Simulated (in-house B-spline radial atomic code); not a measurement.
Configurations of F+, with energies counted from [He] 2s2 2p4. Method: non-relativistic PBE0, spin-polarised, spherical fractional occupations, point nucleus. Calculated with a B-spline radial code for spherical atoms. Shells without spins written out take the highest spin.

Caution: exact exchange at fractional occupations of open shells leaves self-interaction of up to several eV.

Occupations are held fixed; configurations that lie above the ionisation limit could autoionise.

| configuration | E - E(ref) (eV) | highest orbital | its <r> (bohr) |
| --- | --- | --- | --- |
| [He] 2s1 2p5 | 19.625 | 2p down | 1.027 |
| [He] 2s2 2p3 3p1 | 23.435 | 3p up | 3.833 |
| [He] 2s2 2p3 3d1 | 26.97 | 3d up | 5.044 |
| [He] 2s1 2p4 3d1 | 47.861 | 3d up | 5.023 |
| [He] 2s(1 up, 0 down) 2p(1 up, 3 down) 3p(1 up, 0 down) | 50.894 | 3p up | 3.946 |
| [He] 2s(0 up, 1 down) 2p(2 up, 2 down) 3d(0 up, 1 down) | 55.585 | 3d down | 5.062 |

(1) Order these further configurations by energy, lowest first.
A. [He] 2s2 2p(3 up, 0 down) 3p(0 up, 1 down)
B. [He] 2s1 2p4 3p1
C. [He] 2s2 2p3 3s1
D. [He] 2s(1 up, 0 down) 2p(2 up, 2 down) 3s(0 up, 1 down)
E. [He] 2s1 2p4 3s1

(2) How far above the reference does [He] 2s2 2p(2 up, 2 down) lie?

## Answers

(1) C (19.82 eV), A (23.931 eV), E (40.684 eV), B (44.329 eV), D (48.778 eV).

(2) 4.0181 eV; its least bound orbital is 2p up with <r> = 0.9889 bohr.
